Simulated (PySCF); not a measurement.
## State search for GePb

Unrestricted PBE0; Ge cc-pVDZ-PP with ECP10, Pb cc-pVDZ-PP with ECP60; scalar-relativistic core potentials (PySCF 2.14). Outer shells of the fragments: Ge 3d10 4s2 4p2; Pb 5d10 6s2 6p2.

Followed along the bond (rough minima from three points):

```csv
2Ms+1,unpaired,⟨S²⟩ at the start,R at minimum (Å),Te (eV)
3,π ↑↑,2.00,2.65,0.00
1,π ↑↓,1.00,2.66,0.21
3,"σ ↑, π ↑",2.02,2.54,0.29
1,"σ ↓, π ↑",1.01,2.53,0.50
1,none,0.00,2.68,0.74
```

Solutions found at the starting distance of 2.555 Å, counted from the lowest of them; the search is not exhaustive and high or unbound solutions are not listed, so other states can lie among these:

```
2Ms+1    unpaired   term  E (eV)  ⟨S²⟩  ⟨Lz²⟩  μ (D)
    3        π ↑↑    ³Σ⁻    0.00  2.00   0.00   1.06
    1        π ↑↓  mixed    0.20  1.00   2.01   1.02
    3    σ ↑, π ↑     ³Π    0.24  2.02   1.00   1.18
    1    σ ↓, π ↑  mixed    0.45  1.01   1.00   1.14
    1        none  mixed    0.76  0.00   2.00   0.88
    5  σ ↑, π ↑↑↑     ⁵Π    1.15  6.00   1.00   0.78
    3  σ ↓, π ↑↑↑  mixed    1.76  3.02   1.00   0.77
    5      π ↑↑↑↑    ⁵Σ⁺    3.65  6.01   0.00  -0.20
    5  σ ↑↑, π ↑↑    ⁵Σ⁻    3.85  6.00   0.00  -0.14
    5  σ ↑↑, π ↑↑  mixed    6.05  6.00   2.01  -1.30
```

A term symbol is given only where ⟨S²⟩ and ⟨Lz²⟩ are close to those of a pure state; real π, δ and φ orbitals otherwise mix terms. A positive dipole means Ge(−)Pb(+).

These are scalar-relativistic numbers at best; spin–orbit coupling would shift them, the dissociation energy most.
